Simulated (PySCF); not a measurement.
Species: C₄H₈NSi (doublet state).
Geometry (GFN2-xTB, Å), atoms numbered from 1 in this order:
```xyz
14
C4H8NSi angstrom
N      2.5560   -0.7894   -0.9452
C      1.7360   -0.7985   -0.0446
C      0.3204   -0.6802    0.2661
C      0.0026    0.4171    1.3130
Si    -1.5046    0.9930    0.2875
C     -0.6007   -0.1957   -0.9003
H      2.3816   -0.6966   -1.9509
H     -0.0177   -1.6536    0.6309
H      0.8063    1.1502    1.3656
H     -0.1520    0.0319    2.3177
H     -2.7948    0.4976    0.7660
H     -1.5606    2.4066   -0.0755
H     -0.0225    0.3168   -1.6682
H     -1.1508   -0.9997   -1.3843
```

The hyperfine couplings belong to this conformer and change with its torsions.

Identity: `[H]/N=[C]\C1C[SiH2]C1` [radical].

Computed with UKS B3LYP, pcH-1 on C H N Si, non-relativistic, mean-field spin-orbit, GIAO in PySCF 2.14.0. One conformer (not necessarily the lowest) at the GFN2-xTB geometry, without solvent, vibrations or thermal averaging. Couplings are sensitive to structure, and on GFN2-xTB geometries they can be far from those on DFT ones. No stability test was run, so a lower SCF solution isn't excluded.

Question: Where do the isotropic ENDOR lines of N1, H7, H12, H8, H11, H9/H13 and H10/H14 fall at 1211.4 mT, to first order?

Answer: ν± = |νn ± a/2|, one line for each electron-spin manifold; νn = |g_N| × 7.62259 MHz/T × B.

```json
{"nuclei": "N1", "isotope": "14N", "g_N": "0.4038", "νn (MHz)": "3.73", "a_iso (MHz)": "127.14", "lower line (MHz)": "59.84", "upper line (MHz)": "67.30"}
{"nuclei": "H7", "isotope": "1H", "g_N": "5.5857", "νn (MHz)": "51.58", "a_iso (MHz)": "236.13", "lower line (MHz)": "66.49", "upper line (MHz)": "169.64"}
{"nuclei": "H12", "isotope": "1H", "g_N": "5.5857", "νn (MHz)": "51.58", "a_iso (MHz)": "2.35", "lower line (MHz)": "50.40", "upper line (MHz)": "52.75"}
{"nuclei": "H8", "isotope": "1H", "g_N": "5.5857", "νn (MHz)": "51.58", "a_iso (MHz)": "1.12", "lower line (MHz)": "51.02", "upper line (MHz)": "52.14"}
{"nuclei": "H11", "isotope": "1H", "g_N": "5.5857", "νn (MHz)": "51.58", "a_iso (MHz)": "-0.99", "lower line (MHz)": "51.08", "upper line (MHz)": "52.07"}
{"nuclei": "H9/H13", "isotope": "1H", "g_N": "5.5857", "νn (MHz)": "51.58", "a_iso (MHz)": "-0.87", "lower line (MHz)": "51.14", "upper line (MHz)": "52.01"}
{"nuclei": "H10/H14", "isotope": "1H", "g_N": "5.5857", "νn (MHz)": "51.58", "a_iso (MHz)": "-0.53", "lower line (MHz)": "51.31", "upper line (MHz)": "51.85"}
```

Question: Which pairs are centred on the nuclear Larmor frequency, and which on half the coupling?

Answer: Centred on νn, since |a| < 2νn: H12, H8, H11, H9/H13 and H10/H14. Centred on |a|/2 and split by 2νn: N1 and H7.

Class means assume fast exchange of nuclei equivalent by connectivity; if that motion is slow, each nucleus keeps its own coupling.

Largest spin populations (Mulliken): C2 (+0.70), H7 (+0.12), N1 (+0.11) and C6 (+0.06). No atom but C2 exceeds +0.15.
